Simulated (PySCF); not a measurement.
A geometry optimisation, step by step.

Compound: 4-tolylboronic acid, C7H9BO2.
Atom-mapped SMILES: `[CH3:1][c:2]1[cH:3][cH:4][c:5]([B:6]([OH:7])[OH:8])[cH:9][cH:10]1` (hydrogens: H11, H12, H13 on C1; H14 on C3; H15 on C4; H16 on O7; H17 on O8; H18 on C9; H19 on C10)

Computed by this run: PBE0-D3(BJ)/def2-SVP geometry optimisation, gas phase in PySCF; density fitting, grid level 2; the optimiser is geomeTRIC in internal coordinates, started from a GFN2-xTB structure. The frame can shift and turn from step to step; on so coarse a grid that alone can change the energy by a few meV, and forces under 0.02 eV/Å are noise.

Step 0: E = -12157.0696 eV, largest atomic force 0.583 eV/Å
```
atom  x, y, z in Å  |  force x, y, z in eV/Å
C1      3.174    0.324   -0.154   -0.458  -0.039   0.042
C2      1.685    0.170   -0.085    0.463   0.046  -0.026
C3      0.988    0.385    1.096   -0.018   0.015   0.101
C4     -0.387    0.242    1.141   -0.206  -0.050  -0.113
C5     -1.121   -0.121    0.013   -0.575  -0.048   0.080
B6     -2.692   -0.290    0.039    0.352   0.090   0.288
O7     -3.336   -0.536   -1.123    0.198  -0.056  -0.477
O8     -3.447   -0.201    1.171   -0.282  -0.026  -0.101
C9     -0.408   -0.333   -1.169   -0.164   0.009   0.056
C10     0.964   -0.191   -1.219   -0.030  -0.013  -0.009
H11     3.633   -0.588   -0.532    0.242  -0.307  -0.135
H12     3.437    1.135   -0.834    0.181   0.289  -0.238
H13     3.591    0.545    0.825    0.217   0.086   0.334
H14     1.526    0.669    1.990    0.243   0.117   0.357
H15    -0.894    0.424    2.081   -0.177   0.083   0.415
H16    -4.285   -0.623   -1.022   -0.207  -0.011   0.133
H17    -2.971   -0.032    1.981    0.235   0.030   0.146
H18    -0.957   -0.612   -2.055   -0.228  -0.132  -0.447
H19     1.490   -0.360   -2.148    0.214  -0.083  -0.407
```

Step 1: E = -12157.1145 eV, largest atomic force 0.117 eV/Å
```
atom  x, y, z in Å  |  force x, y, z in eV/Å
C1      3.265    0.411   -0.299    0.090   0.007  -0.014
C2      1.776    0.249   -0.236   -0.060  -0.004   0.015
C3      1.069    0.460    0.952    0.046   0.016   0.046
C4     -0.314    0.309    0.995   -0.048   0.008   0.047
C5     -1.050   -0.056   -0.140    0.069   0.004  -0.007
B6     -2.605   -0.241   -0.122   -0.097  -0.024  -0.061
O7     -3.237   -0.504   -1.300    0.000   0.024   0.093
O8     -3.367   -0.160    1.009    0.030   0.008  -0.004
C9     -0.332   -0.261   -1.330   -0.050  -0.019  -0.040
C10     1.048   -0.115   -1.377    0.048  -0.006  -0.062
H11     3.748   -0.504   -0.678   -0.008   0.025   0.012
H12     3.546    1.229   -0.982   -0.005  -0.020   0.019
H13     3.692    0.636    0.689   -0.013  -0.005  -0.022
H14     1.614    0.747    1.857   -0.018  -0.008  -0.022
H15    -0.821    0.490    1.951    0.016  -0.006  -0.028
H16    -4.187   -0.603   -1.170    0.019  -0.005  -0.009
H17    -2.852    0.005    1.803   -0.016  -0.009  -0.020
H18    -0.881   -0.543   -2.233    0.017   0.007   0.029
H19     1.580   -0.285   -2.319   -0.020   0.006   0.027
```

Step 2: E = -12157.1148 eV, largest atomic force 0.046 eV/Å
```
atom  x, y, z in Å  |  force x, y, z in eV/Å
C1      3.266    0.413   -0.295    0.014  -0.002  -0.016
C2      1.776    0.249   -0.237   -0.004   0.003   0.013
C3      1.068    0.459    0.951   -0.001  -0.004  -0.011
C4     -0.316    0.307    0.991    0.003   0.001  -0.010
C5     -1.048   -0.058   -0.146   -0.017  -0.008  -0.009
B6     -2.606   -0.241   -0.125   -0.039  -0.008  -0.023
O7     -3.249   -0.501   -1.295    0.035   0.008   0.009
O8     -3.361   -0.159    1.011    0.009   0.006   0.018
C9     -0.330   -0.264   -1.336   -0.004   0.006   0.023
C10     1.051   -0.116   -1.381    0.013   0.003   0.005
H11     3.753   -0.500   -0.672   -0.002   0.000   0.001
H12     3.548    1.232   -0.976   -0.002   0.001   0.001
H13     3.688    0.638    0.695   -0.004   0.000   0.001
H14     1.610    0.746    1.856    0.000  -0.001  -0.002
H15    -0.825    0.487    1.945    0.002   0.000  -0.003
H16    -4.197   -0.601   -1.157    0.005  -0.002  -0.001
H17    -2.841    0.003    1.802   -0.005  -0.004   0.002
H18    -0.878   -0.546   -2.239   -0.001   0.000   0.000
H19     1.584   -0.285   -2.321    0.000   0.001   0.002
```

Step 3: E = -12157.1150 eV, largest atomic force 0.027 eV/Å
```
atom  x, y, z in Å  |  force x, y, z in eV/Å
C1      3.267    0.413   -0.298   -0.017   0.000   0.006
C2      1.776    0.249   -0.236    0.001  -0.002  -0.009
C3      1.068    0.459    0.952    0.003  -0.002  -0.010
C4     -0.316    0.307    0.993    0.009   0.000  -0.012
C5     -1.050   -0.058   -0.142    0.000  -0.001   0.010
B6     -2.607   -0.241   -0.123    0.020   0.002  -0.007
O7     -3.242   -0.498   -1.298   -0.006   0.001   0.001
O8     -3.367   -0.161    1.010    0.003  -0.001  -0.006
C9     -0.331   -0.263   -1.332    0.005   0.001   0.000
C10     1.050   -0.115   -1.379   -0.012   0.004   0.023
H11     3.753   -0.500   -0.675   -0.001  -0.007  -0.001
H12     3.548    1.232   -0.980   -0.002   0.006  -0.004
H13     3.691    0.639    0.690    0.003   0.002   0.008
H14     1.611    0.747    1.856    0.004   0.002   0.008
H15    -0.823    0.489    1.948   -0.004   0.001   0.008
H16    -4.191   -0.601   -1.167   -0.007  -0.002  -0.004
H17    -2.851   -0.003    1.804    0.004  -0.001   0.005
H18    -0.879   -0.547   -2.234   -0.004  -0.002  -0.009
H19     1.582   -0.285   -2.319    0.003  -0.001  -0.007
```

Step 4: E = -12157.1150 eV, largest atomic force under 0.02 eV/Å
```
atom  x, y, z in Å  |  force x, y, z in eV/Å
C1      3.266    0.414   -0.297    0.000   0.000  -0.001
C2      1.776    0.250   -0.236    0.002   0.001   0.001
C3      1.069    0.460    0.952   -0.008  -0.004  -0.010
C4     -0.315    0.308    0.992   -0.007   0.003   0.011
C5     -1.049   -0.058   -0.143    0.004   0.000   0.002
B6     -2.607   -0.241   -0.124    0.002   0.001   0.002
O7     -3.243   -0.497   -1.298   -0.003   0.002   0.002
O8     -3.365   -0.163    1.010    0.000  -0.001  -0.002
C9     -0.331   -0.264   -1.333    0.006   0.001   0.007
C10     1.050   -0.115   -1.378    0.003  -0.001  -0.009
H11     3.752   -0.500   -0.674    0.000   0.000   0.000
H12     3.547    1.232   -0.980    0.000   0.001   0.000
H13     3.690    0.640    0.691    0.000   0.000   0.000
H14     1.612    0.748    1.857   -0.001   0.000   0.000
H15    -0.823    0.489    1.947   -0.002   0.000   0.002
H16    -4.191   -0.601   -1.167    0.000  -0.001  -0.001
H17    -2.847   -0.007    1.804    0.001  -0.002  -0.001
H18    -0.879   -0.547   -2.235    0.001   0.001   0.000
H19     1.582   -0.285   -2.319    0.002   0.000  -0.002
```

**Question.** Summarise the path.

**Answer.** The energy falls by 1.05 kcal/mol from step 0 to step 4; nine tenths of that is first reached at step 1. It falls at every step. The largest force goes from 0.583 to under 0.02 eV/Å. Among the bonds C9–H18 changes most (a near tie, within 0.001 Å, with another), from 1.079 to 1.093 Å; the atoms move by 0.021 Å rms after alignment.

**Question.** Follow the three bonds and two angles with the largest change from start to end.

**Answer.** 
```csv
step,E above end (kcal/mol),largest force (eV/Å),C9–H18 (Å),C4–H15 (Å),C10–H19 (Å),B6–O8–H17 (°),B6–O7–H16 (°)
0,1.05,0.583,1.079,1.083,1.081,116.0,113.5
1,0.01,0.117,1.094,1.097,1.095,113.3,111.1
2,0.00,0.046,1.093,1.096,1.094,113.3,111.2
3,0.00,0.027,1.093,1.096,1.094,113.3,111.2
4,0.00,under 0.02,1.093,1.096,1.094,113.4,111.3
```

The cost below is that of the whole optimisation. The run took 50 s wall on AMD EPYC 9R45, one thread, on a shared host, and the process peaked at 0.85 GiB of memory.
